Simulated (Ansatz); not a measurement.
Computed with Ansatz on PBE0-D4/def2-TZVP structures; ΔE is electronic, products minus reactants. CCSD(T)/CBS adds triple-zeta CCSD(T) − MP2 to the extrapolated MP2 energy (def2 sets, frozen cores). This one scheme is used for every species. DFT in def2-TZVPP. HSE06 is defined as in plane-wave codes. For Ga outer-core shells are correlated without core-valence functions, which leaves a few kJ/mol of doubt a bond. Scalar relativity is left out up to krypton.

Consider the ligand exchange at a Ga–C bond: `[AlH2][CH2][GaH2]` + `C=N` → `C=[N][GaH2]` + `[CH3][AlH2]`.

`[AlH2][CH2][GaH2]`:

Z-matrix (Å, degrees):
```
C
Ga 1 1.957
Al 1 1.939 2 116.4
H 1 1.095 2 107.2 3 -120.7
H 1 1.095 2 107.2 3 120.6
H 2 1.572 1 119.8 3 89.7
H 2 1.572 1 119.8 3 -89.2
H 3 1.589 1 120.0 2 89.2
H 3 1.589 1 120.1 2 -89.6
```

`C=N`:

Cartesian coordinates in Å:
```
C -0.217 -0.064 -0.318
N -0.039 0.393 0.843
H 0.539 -0.600 -0.903
H -1.190 0.072 -0.794
H 0.908 0.199 1.171
```

`C=[N][GaH2]`:

Z-matrix (Å, degrees):
```
C
N 1 1.242
H 1 1.101 2 121.6
H 1 1.101 2 123.4 3 -180.0
Ga 2 1.803 1 162.6 3 -180.0
H 5 1.556 2 115.6 1 -93.0
H 5 1.556 2 115.6 1 92.9
```

`[CH3][AlH2]`:

Cartesian coordinates in Å:
```
C -0.810 -0.375 0.067
Al 0.944 0.460 -0.105
H -1.099 -0.934 -0.826
H -0.794 -1.094 0.896
H -1.597 0.348 0.296
H 2.058 -0.180 -1.043
H 1.298 1.776 0.715
```

Question: Is it downhill or uphill in electronic energy at CCSD(T)/CBS, and by how much? (Best estimate.)

Answer: The calculation gave: Downhill: ΔE = -2.9 kcal/mol.

Question: What do these levels give: PBE-D4, HSE06, CCSD/def2-SVP, SCS-MP2/def2-TZVPP, HF/def2-QZVPP, HF/CBS(def2)? (Best estimate.)

Answer: Ansatz gave: PBE-D4 -4.9, HSE06 -4.1, CCSD/def2-SVP -5.6, SCS-MP2/def2-TZVPP -3.8, HF/def2-QZVPP -5.2, HF/CBS(def2) -5.2 kcal/mol.

Largest T1 diagnostic among the species: 0.017.

From PBE to PBE0 (25 % exact exchange), in def2-TZVPP and without D4, ΔE moves by +1.2 kcal/mol. Leaving LDA and LC-ωPBE aside and taking each functional with its dispersion term where it has one, the values, not all of them listed here, spread over 3.2 kcal/mol, from BLYP-D4 to PBE-QIDH. LDA lies −1.2 kcal/mol from PBE without D4. In def2-TZVPP, CCSD(T) changes the Hartree–Fock value by +1.8 kcal/mol (the triples alone add +0.0 kcal/mol) and MP2 by +1.5 kcal/mol.
